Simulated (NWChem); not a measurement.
# C$_{2}$H$_{4}$N$_{2}$OSi; SMILES C1C=N[SiH](N=1)O

```xyz
10

O      0.0001    -2.0761     0.5036
Si    -0.0002    -0.7059    -0.4130
N     -1.3494     0.4287    -0.0720
C     -0.7665     1.5338     0.1961
C      0.7668     1.5337     0.1958
N      1.3493     0.4284    -0.0727
H      0.0027    -1.9776     1.4661
H     -0.0009    -1.1490    -1.8185
H     -1.3211     2.4530     0.4190
H      1.3217     2.4526     0.4184
```
Atoms are numbered in this order, from 1.

Results from NWChem. The geometry was optimised at B3LYP/6-31G* (spherical d).

| atom | ESP charge (e) | Mulliken charge (e) |
|---|---|---|
| O1 | -0.740 | -0.37 |
| Si2 | 1.210 | 0.73 |
| N3 | -0.642 | -0.28 |
| C4 | 0.251 | 0.03 |
| C5 | 0.265 | 0.03 |
| N6 | -0.647 | -0.28 |
| H7 | 0.439 | 0.20 |
| H8 | -0.172 | -0.09 |
| H9 | 0.020 | 0.01 |
| H10 | 0.016 | 0.01 |

Find the dipole moment that each set of point charges gives, and compare with the B3LYP/def2-SVP density's own.


1. μ = Σ q r × 4.8032 D/(e Å). ESP charges give (0.00, 1.63, 1.41) D, of length 2.15 D.
2. Mulliken charges give (0.00, -0.65, 0.15) D, of length 0.7 D.
3. The density's dipole is 2.20 D: the ESP set is off by 0.05 D in length and the Mulliken set by 1.5 D. ESP charges are fitted to the potential outside the molecule; Mulliken charges are a partition of the basis functions.
